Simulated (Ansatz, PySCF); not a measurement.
BH₃OSe₂, SMILES OB([SeH])[SeH].

Coordinates come from a B3LYP-D3(BJ)/def2-SVP optimisation. Other conformers were not sampled.

Vertical ionisation energy (IE) and electron affinity (EA) in eV. Rows of orbital energies are one-electron estimates. Where ΔSCF, EOM or ADC give a negative EA the extra electron is unbound and the value depends on the basis.

| level | IE | EA |
|---|---|---|
| −ε(HOMO), −ε(LUMO), B3LYP/def2-TZVP (PySCF) | 6.74 | 0.78 |
| −ε(HOMO), −ε(LUMO), PBE/def2-TZVP (PySCF) | 5.86 | 1.35 |
| ΔSCF, PBE0/def2-SVPD (Ansatz), final states of multiplicity 2 and 2 | 8.97 | -0.52 |
| ΔSCF, PBE/def2-SVPD (Ansatz), final states of multiplicity 2 and 2 | 8.71 | -0.34 |

Q: What vertical singlet–triplet gap does ΔSCF give with PBE0/def2-SVPD (Ansatz, a first-principles code) and with PBE/def2-SVPD (Ansatz)? (Estimate from the structure and the level; the computed values follow.)

A: 4.80 and 4.39 eV (triplet above singlet where positive).
